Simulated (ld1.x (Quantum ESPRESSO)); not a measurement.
Before and after: TM potential for gold (Au)

```json
{"Element": "gold (Au)", "Generator": "ld1.x (Quantum ESPRESSO) 7.5", "Type": "norm-conserving Troullier–Martins (Kleinman–Bylander form)", "Functional": "PBE", "Relativity": "non-relativistic", "Frozen core": "[Xe] 4f14", "Valence charge": "11", "Reference configuration": "5d10 6s0.75 6p0 (charge +0.25)", "Partial waves": "6p (bound, empty): rc 3.55 bohr; 5d (bound): rc 1.45 bohr; 6s (bound): rc 2.75 bohr", "Local potential": "the s channel", "Core correction": "a·sin(br)/r model core inside 1.05 bohr"}
```

Change: all radii but the core radius scaled by about 1.08 (s 2.98, p 3.84, d 1.56 bohr).

Cutoffs: the cutoffs (Ry, on a coarse ladder) from which the occupation-weighted sum of valence levels, in a spherical-Bessel basis at the reference potential, stays within 10 and 1 mRy of its value at 400 Ry; they do not see the model core or the augmentation charge, which bear on the density cutoff. Errors are all-electron minus pseudo energies relative to the spin-unpolarised reference configuration.

Q: What does the change do?

A: The potential gets neither clearly harder nor softer (45 Ry and 80 Ry → 45 Ry and 70 Ry); of the 7 tests that both files solve, the error grows in 0 and shrinks in 1 by more than 15 % and 0.3 meV (median size 126.0 → 122.9 meV); neither file shows a bound ghost.

```csv
quantity,base,changed
"cutoff, loose",45 Ry,45 Ry
"cutoff, tight",80 Ry,70 Ry
bound ghosts,none,none
"error for 5d10 6s1 6p0, meV [ΔE -1.22 eV]",-0.4,-0.3
"error for 5d10 6s0 6p0, meV [ΔE 6.06 eV]",-6.1,-5.7
"error for 5d9 6s0 6p0, meV [ΔE 27.92 eV]",-126,-134
"error for 5d10 6s0 6p1, meV [ΔE 2.23 eV]",-0.7,+0.1
"error for 5d8 6s0 6p0, meV [ΔE 62.71 eV]",-629,-655
"error for 5d9 6s2 6p0, meV [ΔE 3.66 eV]",-138,-123
"error for 5d7 6s0 6p0, meV [ΔE 111.56 eV]",-1648,-1705
```
